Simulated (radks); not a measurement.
Values are calculated unless marked as measured or tabulated.
Spherical quantum dot in the effective-mass picture: electrons in a parabolic well V = omega^2 r^2 / 2 with omega = 1.64, with a point charge +1 (a donor) at the centre, all in effective atomic units (hartree* = m*/eps^2 hartree, bohr* = eps/m* bohr), one dielectric constant everywhere. Level of theory: non-relativistic Kohn-Sham, LDA (Slater exchange, Perdew-Wang correlation), spin-polarised, spherical densities (a radial shooting solver with Libxc functionals). Levels are named by radial order and angular momentum (1s, 1p, 1d, 2s, ...), and open shells are averaged over m.

N = 40, configuration 1s2 1p6 1d10 2s2 1f14 2p6. This is the lowest configuration that the search found. Occupied and some empty levels:

| level | occupation | eigenvalue (hartree*) | <r> (bohr*) |
|---|---|---|---|
| 1s | 2 | 22.416 | 1.243 |
| 1p | 6 | 23.216 | 1.735 |
| 2s | 2 | 23.887 | 1.678 |
| 1d | 10 | 23.974 | 1.994 |
| 1f | 14 | 24.800 | 2.186 |
| 2p | 6 | 25.013 | 1.900 |
| 1g | 0 | 25.697 | 2.343 |
| 3s | 0 | 25.888 | 1.942 |
| 2d | 0 | 26.031 | 2.102 |

Energy (hartree*): total 611.093, kinetic 67.715, external 202.36, Hartree 365.44, exchange-correlation -24.418. Static polarisability (adiabatic kernel): 14.62 bohr*^3, against N/omega^2 = 14.87 from the generalised Kohn theorem, which the central charge breaks.
